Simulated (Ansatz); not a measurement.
This geometry of ClGaH₅NO (9 atoms, charge 0, multiplicity 1) is a first-order saddle point.

Theory: RKS PBE0/def2-SVP in Ansatz.

```xyz
9
Properties=species:S:1:pos:R:3
Ga 0.026 -0.205 0.096
N 0.080 -0.163 2.054
H -0.758 0.117 2.560
H 0.880 0.300 2.482
Cl 1.868 0.582 -0.730
H -1.331 -0.044 -0.651
O 0.374 -2.083 0.687
H -0.265 -2.787 0.529
H 0.235 -1.481 1.669
```

(1) Which two structures does it join? (They come from a converged band through this point; their orientation in space is the band's.)

(2) How far does it lie above each of them?

## Answers

(1) Bonds broken: O7–H9. Bonds formed: N2–H9.

Image 0:

```xyz
9
Properties=species:S:1:pos:R:3
Ga 0.017 -0.111 0.211
N 0.058 -0.049 2.095
H -0.776 0.297 2.564
H 0.858 0.438 2.495
Cl 1.864 0.571 -0.701
H -1.309 -0.107 -0.610
O 0.400 -2.160 0.626
H -0.304 -2.797 0.450
H 0.302 -1.848 1.567
```

Image 10:

```xyz
9
Properties=species:S:1:pos:R:3
Ga -0.092 -0.536 0.074
N 0.072 -0.144 2.119
H -0.701 0.327 2.589
H 0.933 0.377 2.288
Cl 1.812 0.370 -0.563
H -1.403 0.113 -0.475
O 0.035 -2.307 0.447
H 0.274 -2.881 -0.286
H 0.179 -1.086 2.504
```

(2) 2.4 kcal/mol above the first and 18.0 kcal/mol above the second. This is the barrier of this one path; another mechanism may lie lower. The orbitals stay closed-shell, which can raise the energy where a bond breaks towards radicals; this wasn't checked here.

Run time: 5.9 min on 2 threads of Arm Neoverse V1, on a shared host, peak memory 0.26 GiB.
